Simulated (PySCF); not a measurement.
# Ionisation energy of P²⁺ by level of theory

P²⁺ [Ne] 3s2 3p1 (2P) → P³⁺ [Ne] 3s2 (1S), as a difference of total energies. Computed with PySCF 2.14 in aug-cc-pwCVDZ, with no relativity, point nucleus. Correlated levels: valence: [Ne] frozen. The calculations carry no spin-orbit coupling.

```
           method  ionisation energy (eV)
              UHF                  29.570
    MP2 (valence)                  29.763
SCS-MP2 (valence)                  29.744
   CCSD (valence)                  29.883
CCSD(T) (valence)                  29.902
  CCSDT (valence)                  29.910
```

Q: How much does correlation contribute at CCSD(T) (valence)?

A: 29.902 − (29.570) = 0.332 eV, measured against UHF.

A first-order spin-orbit estimate (lowest level to lowest level, LS coupling) adds 0.040 eV.

Errors of the correlated levels include the incompleteness of this basis and the frozen core.

For comparison: 30.203 eV (measured; NIST Atomic Spectra Database, ionization energies).
